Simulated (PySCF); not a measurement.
# Worked example: entropy of an ideal gas

CI2, SMILES I[C]I (connectivity only; charge and spin as stated), neutral, multiplicity 1.

Geometry optimised at PBE-D3(BJ)/def2-TZVP. The def2 effective core potentials stand for the cores of I; spin–orbit coupling is left out.

PBE-D3(BJ)/def2-TZVP (PySCF 2.14.0) gives the harmonic wavenumbers 127, 494, 570 cm⁻¹ and the rotational temperatures 1.5153, 0.0311, 0.0305 K. The molar mass is 265.82 g/mol, the symmetry number 2, the spin multiplicity 1.

**Question.** Work out the entropy at 298.15 K and 1 atm in the rigid-rotor, harmonic-oscillator model.

**Answer.** 
Translation (Sackur–Tetrode at 1 atm): S = R[1.5 ln M + 2.5 ln T − 1.16487] = 178.4 J/(mol K).
Rotation: q = (√π/σ) T^1.5/√(θA θB θC) = 120000, S = R[ln q + 3/2] = 109.7 J/(mol K).
Vibration: with u = 1.4388 ν/T, each mode gives R[u/(e^u − 1) − ln(1 − e^−u)]:
| ν (cm⁻¹) | modes | u | S (J/(mol K)) |
|---|---|---|---|
| 127 | 1 | 0.61 | 12.51 |
| 494 | 1 | 2.38 | 2.82 |
| 570 | 1 | 2.75 | 2.11 |
These are all the modes. Sum 17.4 J/(mol K).
Spin: R ln 1 = 0.0 J/(mol K).
Total 305.5 J/(mol K); the program's own thermochemistry gives 305.6. Translation makes up 58 % and vibration 6 %. Anharmonicity, hindered rotation and orbital degeneracy are left out.
